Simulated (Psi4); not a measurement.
Pair of molecules, SMILES Cl with SMILES C (the first has 2 atoms); geometry from B3LYP-D3(BJ)/def2-TZVP.
(charge 0, multiplicity 1):
```xyz
7

Cl    -0.413    -0.347    -0.482
H     -0.291    -0.243     0.791
C     -0.044    -0.029     3.287
H     -0.974     0.447     2.977
H      0.057     0.063     4.368
H     -0.059    -1.085     3.021
H      0.803     0.463     2.809
```

Method: SAPT0/jun-cc-pV(D+d)Z (Psi4).

### Question
Give the four SAPT terms and the total, and say what mostly holds the pair together.

### Answer
electrostatics -3.6, exchange 8.3, induction -2.4, dispersion -4.1, total -1.8 kJ/mol; the largest attraction is dispersion.
